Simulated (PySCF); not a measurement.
Coordinates in bohr (charge 1 multiplicity 1):
```
Tc   -0.0603    0.0602    0.0598
H     2.2597   -1.7483    1.0723
H     0.2627    0.3238   -3.0230
H     3.0223   -0.2535    0.3371
H     1.7563    1.0601   -2.2592
H    -1.0583   -2.2652   -1.7496
H    -0.3274   -3.0236   -0.2506
```

All numbers come from PBE0 in PySCF with Tc def2-TZVP with ECP28, H def2-TZVP; scalar-relativistic core potentials, no spin–orbit coupling; density-fitted integrals.

This geometry of TcH₆⁺ is a stationary point at this level.

(1) What is the point group?

(2) Is it a minimum?

(3) What are the dipole moment and the gap between the highest occupied and lowest empty levels?

(4) Give the ideal-gas entropy at 298.15 K and 1 bar by parts.

Answers

(1) C3v.

(2) Yes: all harmonic wavenumbers are real.

(3) 0.32 D about the centre of mass and 5.02 eV.

(4) translation 166.9, rotation 69.0, vibration 16.0, spin 0.0; total 251.8 J/(mol K).

Stability towards spin polarisation was not tested. Other isomers or separated fragments may lie lower.
